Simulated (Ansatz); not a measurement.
CH9BOSi2 (`BCO[SiH2][SiH3]`). Total charge 0; spin multiplicity 1. Geometry: relaxed with PBE0-D4/def2-TZVP. It is one conformer, not always the lowest.

```xyz
14

B     0.422   -2.653   -0.936
C    -0.176   -1.362   -0.328
O     0.010   -0.189   -1.096
Si   -0.569    1.277   -0.614
Si    0.428    2.025    1.379
H     1.003   -2.653   -1.979
H     0.284   -3.669   -0.318
H     0.250   -1.249    0.687
H    -1.250   -1.547   -0.138
H    -2.047    1.206   -0.405
H    -0.279    2.219   -1.724
H     0.161    1.083    2.502
H     1.902    2.160    1.226
H    -0.140    3.352    1.744
```

(1) What is the dipole moment at PBE/def2-TZVPP? (Best estimate.)

(2) And with r2SCAN, B3LYP, ωB97M-V? (Estimate.)

(3) Give the Mulliken charges with PBE, ωB97M-V, r2SCAN in def2-TZVPP. (Estimate.)

Results:

(1) Ansatz gave: 0.99 D, with components (-0.52, -0.32, 0.78) D in this frame, pointing from negative to positive charge.

(2) The calculation gave: r2SCAN 1.01 D, B3LYP 1.04 D, ωB97M-V 1.03 D.

(3) The calculation gave: 
```tsv
atom	PBE	ωB97M-V	r2SCAN
B1	-0.07	-0.19	-0.01
C2	-0.01	-0.03	0.04
O3	-0.29	-0.36	-0.38
Si4	0.33	0.29	0.40
Si5	0.07	0.02	0.14
H6	0.04	0.09	0.02
H7	0.03	0.08	0.01
H8	0.09	0.10	0.06
H9	0.10	0.12	0.07
H10	-0.08	-0.04	-0.09
H11	-0.06	-0.02	-0.07
H12	-0.04	-0.02	-0.07
H13	-0.04	-0.02	-0.06
H14	-0.04	-0.02	-0.06
```

B3LYP here is the variant with VWN-RPA as its local correlation; programs differ in this.
